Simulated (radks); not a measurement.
Results of a calculation; reference values are marked as such.
Q: All-electron atom: Ar III in [Ne] 3s2 3p4. Code: a radial shooting solver on a logarithmic mesh with Libxc functionals. Model: scalar-relativistic Kohn-Sham, PBE, spin-polarised, spherical densities, point nucleus; open shells are filled with parallel spins first. Some entries of the table are withheld. Estimate them.

| orbital | occ. | eigenvalue (hartree) | <r^2> (bohr^2) |
|---|---|---|---|
| 1s up | 1 | -115.8074 | 0.009889 |
| 1s down | 1 | -115.7907 | 0.009887 |
| 2s up | 1 | -12.01921 | 0.2032 |
| 2s down | 1 | -12.00439 | 0.2030 |
| 2p up | 3 | -9.55998 | 0.1759 |
| 2p down | 3 | -9.53866 | 0.1757 |
| 3s up | 1 | -1.89850 | 2.019 |
| 3s down | 1 | -1.80186 | 2.049 |
| 3p up | 3 | -1.34019 | 2.485 |
| 3p down | 1 | -1.24883 | 2.567 |
| 3d up | 0 | (1) | (2) |
| 3d down | 0 | (3) | (4) |
| 4s up | 0 | -0.49626 | 13.65 |

A: 
(1) 3d up eigenvalue (hartree): -0.57009
(2) 3d up <r^2> (bohr^2): 4.686
(3) 3d down eigenvalue (hartree): -0.50218
(4) 3d down <r^2> (bohr^2): 5.390
